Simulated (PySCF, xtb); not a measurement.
CH4N, multiplicity 2. Atoms are numbered in the order given.

```xyz
6

C     -0.0122    -0.6227     0.0000
N      0.1531     0.7973     0.0000
H     -0.5841    -0.9629     0.8772
H      0.9564    -1.1254     0.0000
H     -0.5841    -0.9629    -0.8772
H     -0.7863     1.2066     0.0000
```
Charge 0, spin multiplicity 2.

Geometry optimised at PBE0-D3(BJ)/def2-TZVP. The isomer is the one that the SMILES or the coordinates give; other isomers of the formula were not compared.

The numbers are results of PySCF 2.14.0 with IEF-PCM-B3LYP/def2-TZVPD, not measurements.

The values are the electrostatic part of the solvation free energy, E(continuum) − E(gas) at the gas-phase geometry, in a cavity of scaled van der Waals radii (PySCF's table); cavitation and dispersion terms are not included. The dipole moment in vacuum is 1.97 D.

| solvent | ε | ΔG(elec) (kcal/mol) | dipole (D) |
|---|---|---|---|
| water | 78.36 | -4.3 | 2.59 |
| methanol | 32.61 | -4.2 | 2.57 |
| cyclohexanone | 15.62 | -3.9 | 2.54 |

For comparison, GFN2-xTB/ALPB(water) (xtb, at the GFN2-xTB geometry, all terms of that model) gives -4.2 kcal/mol.
